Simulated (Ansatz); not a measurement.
Born–Oppenheimer molecular dynamics of C₂H₈FNOSi (14 atoms, charge 0, multiplicity 1). It starts from a relaxed structure.

These are results of RKS CAM-B3LYP-D4/STO-3G (Ansatz 0.2.0), not measurements.

```yaml
ensemble: NVT, Nosé–Hoover chain
time_step: 0.5 fs
steps_asked: 500
set_temperature: 1000 K
thermostat: time constant 300 fs, chain length 3
seed: 269022
```

Frames 0.5 fs apart, positions in Å.

Velocities at 155 fs (Å/ps):

```
Si -2.38 -6.33 1.63
F -7.34 2.23 4.84
N 9.31 4.89 -5.13
H 9.40 41.37 34.89
H -5.39 -36.97 -31.28
C 4.05 5.15 -5.72
H 18.38 -18.40 0.28
H -16.92 -5.92 29.54
H -3.95 6.04 19.54
O -4.59 1.72 0.51
C 2.81 -2.11 -5.43
H 70.60 14.13 17.45
H -9.36 19.32 13.64
H 3.76 -16.64 -24.58
```

```xyz
14
Properties=species:S:1:pos:R:3 time_fs=155 energy_less_start_eV=0.546 T=718
Si 0.067 -0.041 0.045
F -0.176 -0.300 1.704
N 1.745 0.056 -0.161
H 2.444 -0.228 0.516
H 2.054 0.818 -0.766
C -0.610 1.542 -0.664
H -0.115 2.388 -0.198
H -0.517 1.613 -1.792
H -1.640 1.567 -0.423
O -0.640 -1.400 -0.728
C -0.933 -2.416 0.279
H -0.978 -1.795 1.190
H -1.921 -2.941 0.110
H -0.117 -3.196 0.359
14
Properties=species:S:1:pos:R:3 time_fs=155.5 energy_less_start_eV=0.526 T=730
Si 0.065 -0.044 0.046
F -0.179 -0.299 1.706
N 1.749 0.059 -0.164
H 2.449 -0.208 0.534
H 2.052 0.800 -0.781
C -0.607 1.544 -0.667
H -0.105 2.379 -0.198
H -0.526 1.609 -1.775
H -1.644 1.570 -0.413
O -0.642 -1.400 -0.728
C -0.932 -2.417 0.276
H -0.943 -1.789 1.200
H -1.925 -2.931 0.117
H -0.116 -3.204 0.346
14
Properties=species:S:1:pos:R:3 time_fs=156 energy_less_start_eV=0.533 T=726
Si 0.064 -0.047 0.047
F -0.183 -0.298 1.708
N 1.754 0.061 -0.167
H 2.455 -0.188 0.552
H 2.052 0.783 -0.798
C -0.605 1.546 -0.670
H -0.096 2.371 -0.198
H -0.534 1.606 -1.756
H -1.651 1.575 -0.403
O -0.645 -1.399 -0.728
C -0.930 -2.418 0.274
H -0.908 -1.786 1.212
H -1.926 -2.919 0.123
H -0.117 -3.210 0.334
14
Properties=species:S:1:pos:R:3 time_fs=156.5 energy_less_start_eV=0.570 T=703
Si 0.063 -0.050 0.048
F -0.187 -0.297 1.710
N 1.758 0.063 -0.169
H 2.460 -0.167 0.569
H 2.054 0.769 -0.817
C -0.603 1.549 -0.673
H -0.086 2.365 -0.198
H -0.542 1.603 -1.738
H -1.659 1.581 -0.393
O -0.647 -1.398 -0.728
C -0.929 -2.419 0.271
H -0.874 -1.787 1.225
H -1.926 -2.906 0.130
H -0.120 -3.215 0.321
14
Properties=species:S:1:pos:R:3 time_fs=157 energy_less_start_eV=0.629 T=666
Si 0.062 -0.053 0.049
F -0.191 -0.296 1.712
N 1.763 0.065 -0.171
H 2.465 -0.147 0.585
H 2.059 0.757 -0.837
C -0.601 1.550 -0.676
H -0.075 2.361 -0.198
H -0.549 1.599 -1.721
H -1.668 1.588 -0.383
O -0.649 -1.397 -0.728
C -0.927 -2.420 0.269
H -0.841 -1.791 1.238
H -1.925 -2.893 0.136
H -0.125 -3.218 0.308
14
Properties=species:S:1:pos:R:3 time_fs=157.5 energy_less_start_eV=0.690 T=628
Si 0.061 -0.057 0.051
F -0.194 -0.294 1.713
N 1.767 0.067 -0.173
H 2.467 -0.125 0.597
H 2.066 0.747 -0.859
C -0.600 1.552 -0.678
H -0.064 2.358 -0.198
H -0.555 1.597 -1.710
H -1.675 1.596 -0.374
O -0.652 -1.396 -0.728
C -0.925 -2.421 0.268
H -0.810 -1.800 1.250
H -1.923 -2.879 0.141
H -0.131 -3.220 0.294
14
Properties=species:S:1:pos:R:3 time_fs=158 energy_less_start_eV=0.729 T=604
Si 0.060 -0.060 0.052
F -0.198 -0.293 1.714
N 1.771 0.068 -0.174
H 2.468 -0.103 0.607
H 2.074 0.739 -0.882
C -0.598 1.553 -0.680
H -0.053 2.357 -0.198
H -0.560 1.594 -1.705
H -1.681 1.605 -0.365
O -0.654 -1.395 -0.728
C -0.923 -2.421 0.266
H -0.780 -1.814 1.261
H -1.921 -2.864 0.147
H -0.139 -3.221 0.279
14
Properties=species:S:1:pos:R:3 time_fs=158.5 energy_less_start_eV=0.733 T=602
Si 0.059 -0.063 0.053
F -0.202 -0.291 1.715
N 1.776 0.070 -0.176
H 2.467 -0.080 0.614
H 2.084 0.731 -0.905
C -0.597 1.554 -0.680
H -0.042 2.357 -0.199
H -0.565 1.592 -1.708
H -1.683 1.615 -0.358
O -0.656 -1.394 -0.729
C -0.921 -2.421 0.265
H -0.752 -1.831 1.269
H -1.919 -2.850 0.153
H -0.148 -3.222 0.264
14
Properties=species:S:1:pos:R:3 time_fs=159 energy_less_start_eV=0.702 T=622
Si 0.058 -0.066 0.055
F -0.205 -0.290 1.716
N 1.780 0.071 -0.177
H 2.463 -0.057 0.618
H 2.096 0.724 -0.927
C -0.597 1.554 -0.680
H -0.031 2.358 -0.200
H -0.568 1.591 -1.718
H -1.683 1.625 -0.353
O -0.659 -1.393 -0.729
C -0.918 -2.421 0.265
H -0.727 -1.853 1.276
H -1.919 -2.836 0.159
H -0.158 -3.223 0.248
14
Properties=species:S:1:pos:R:3 time_fs=159.5 energy_less_start_eV=0.654 T=653
Si 0.057 -0.069 0.056
F -0.209 -0.288 1.716
N 1.784 0.072 -0.178
H 2.459 -0.032 0.618
H 2.107 0.715 -0.948
C -0.597 1.555 -0.679
H -0.020 2.360 -0.203
H -0.571 1.590 -1.734
H -1.678 1.637 -0.348
O -0.661 -1.392 -0.730
C -0.915 -2.421 0.265
H -0.705 -1.879 1.280
H -1.919 -2.822 0.165
H -0.168 -3.225 0.230
14
Properties=species:S:1:pos:R:3 time_fs=160 energy_less_start_eV=0.607 T=683
Si 0.057 -0.072 0.058
F -0.212 -0.287 1.716
N 1.788 0.073 -0.179
H 2.453 -0.008 0.617
H 2.119 0.706 -0.966
C -0.597 1.555 -0.677
H -0.010 2.361 -0.206
H -0.573 1.589 -1.754
H -1.671 1.649 -0.345
O -0.664 -1.391 -0.730
C -0.911 -2.420 0.266
H -0.685 -1.907 1.281
H -1.922 -2.809 0.171
H -0.178 -3.228 0.212
14
Properties=species:S:1:pos:R:3 time_fs=160.5 energy_less_start_eV=0.576 T=703
Si 0.056 -0.075 0.059
F -0.216 -0.285 1.716
N 1.792 0.075 -0.180
H 2.447 0.017 0.614
H 2.130 0.694 -0.980
C -0.598 1.555 -0.674
H -0.001 2.363 -0.211
H -0.575 1.588 -1.775
H -1.660 1.662 -0.344
O -0.666 -1.390 -0.731
C -0.907 -2.419 0.267
H -0.668 -1.939 1.281
H -1.925 -2.797 0.178
H -0.188 -3.233 0.193
```

Of the whole run (250 fs, mean temperature of the second half 689 K): The conserved energy stayed within 0.52 meV per atom of its start (net change 0.18 meV per atom), so the integration is sound. The mean temperature of the second half is 31 % below the set value. A run of 0.25 ps of so small a system gives no equilibrium averages. Limits of this set-up: minimal basis.

Run time: 25 min on 1 thread of Arm Neoverse V2, with other jobs on the host, peak memory 0.13 GiB.
